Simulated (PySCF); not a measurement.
Two species compared at the same levels of theory.

First species: C7H10FNSi.
SMILES: `N#C[C@@H]1CC[SiH2]C/C1=C/F`

Second species: C9H7F.
SMILES with atom numbers: `[CH2:1]=[C:2]([F:3])[C:4](=[CH2:5])[C:6]#[C:7][C:8]#[C:9][CH3:10]` (hydrogens: H11, H12 on C1; H13, H14 on C5; H15, H16, H17 on C10)

Levels: PBE0/pcSseg-1 for HOMO energy, LUMO energy and HOMO–LUMO gap. Geometries: GFN2-xTB. Each structure is a single optimised conformer of the isolated species, non-relativistic unless stated; the electronic structure was computed with PySCF and density fitting.

Dipoles, sizes and rotational constants follow the conformer. The torsions of the flexible species, by atom-mapped SMILES:
- `[CH2:1]=[C:2]([F:3])[C:4](=[CH2:5])[C:6]#[C:7][C:8]#[C:9][CH3:10]`: C1–C2–C4–C5 180°

The conformers of `N#C[C@@H]1CC[SiH2]C/C1=C/F` aren't listed.

Values for the first species:

* HOMO energy: -7.23 eV
* LUMO energy: -0.25 eV
* HOMO–LUMO gap: 6.98 eV

Q: Estimate the same properties for the second species, and the change in each.

A: 
```
     property     first    second  second less first
  HOMO energy  -7.23 eV  -6.70 eV           +0.53 eV
  LUMO energy  -0.25 eV  -1.72 eV           -1.47 eV
HOMO–LUMO gap   6.98 eV   4.98 eV           -2.00 eV
```

On the second:  GFN2-xTB frequencies show an imaginary mode (23i cm⁻¹), so this geometry is no minimum at that level.
